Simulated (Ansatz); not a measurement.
The first iterations of a band of Cl4Sn + H2 (7 atoms, charge 0, multiplicity 1).

Level of theory: Ansatz, RKS BHLYP/def2-SVP.

- movable images: 5
- climbing image: yes
- spring: 5.0 eV/Å²
- optimiser: quadratic models (default)
- start path: straight line
- force threshold: 0.05 eV/Å
- iteration limit: 60
- end points: relaxed

Image 0:

```xyz
7
Properties=species:S:1:pos:R:3
Sn 0.450 0.000 -0.089
Cl 0.542 0.000 2.223
Cl 2.603 0.000 -0.935
Cl -0.662 1.889 -0.825
Cl -0.662 -1.889 -0.825
H -3.114 0.000 1.231
H -2.713 0.000 1.869
```

Image 6:

```xyz
7
Properties=species:S:1:pos:R:3
Sn -0.763 0.000 -0.765
Cl 0.341 0.000 3.138
Cl 1.525 0.000 -0.350
Cl -1.233 1.878 -2.059
Cl -1.233 -1.877 -2.058
H -1.675 0.000 0.653
H -0.516 0.000 4.089
```

| iteration | highest image above the first end (eV) | largest band force component (eV/Å) |
| --- | --- | --- |
| 1 | 7.341 | 5.078 |
| 2 | 5.309 | 5.662 |
| 3 | 4.622 | 5.256 |
| 4 | 3.979 | 4.983 |
| 5 | 3.549 | 2.461 |
| 6 | 2.533 | 2.151 |
| 7 | 1.961 | 2.470 |

Problem. Does the band converge within its limit, and where does its top end?

Solution. The run converged. It ended after 21 iterations with the highest image 2.137 eV above the first end. Neighbouring images differ by up to 1.6 eV, so the band resolves the path poorly. Another band between the same ends (5 images) ends at a top of the same energy, where a vibrational analysis finds 1 clearly imaginary mode. The orbitals stay closed-shell, which can raise the energy where a bond breaks towards radicals; this wasn't checked here.

Run time: 3.4 min on 4 threads of Arm Neoverse V1, with other jobs on the host, peak memory 0.3 GiB.
